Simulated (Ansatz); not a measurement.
`C[CH](C)[AlH][Cl]` + `CO[Si]O` → `C[O][AlH][Cl]` + `CC(C)[Si]O`  (redistribution)

Isolated molecules relaxed with PBE0-D4/def2-TZVP in Ansatz; ΔE leaves out vibrations. CBS: MP2 limit from def2 TZ/QZ plus the TZ coupled-cluster correction, frozen cores. DFT in def2-TZVPP. One conformer a species, not always the lowest.

| level | ΔE (kJ/mol) | difference from CCSD(T)/CBS |
| --- | --- | --- |
| LDA (SPW92) | 16.4 | 2.3 |
| revPBE-D4 | 13.6 | -0.5 |
| r2SCANh-D4 | 15.4 | 1.3 |
| ωB97M-V | 18.5 | 4.4 |
| RPA@PBE/def2-TZVPP | 14.5 | 0.4 |
| CCSD/def2-SVP | 5.0 | -9.1 |
| MP2/def2-TZVPP | 14.5 | 0.4 |
| CCSD(T)/def2-TZVPP | 13.6 | -0.5 |
| MP2/def2-QZVPP | 14.9 | 0.8 |
| HF/CBS(def2) | 17.0 | 2.9 |
| CCSD(T)/CBS | 14.1 | 0 |

Largest T1 diagnostic among the species: 0.014.

At CCSD(T), def2-SVP lies −8.9 kJ/mol from the extrapolated value and def2-TZVPP −0.5 kJ/mol. Leaving LDA and LC-ωPBE aside and taking each functional with its dispersion term where it has one, the values spread over 4.9 kJ/mol, from revPBE-D4 to ωB97M-V.
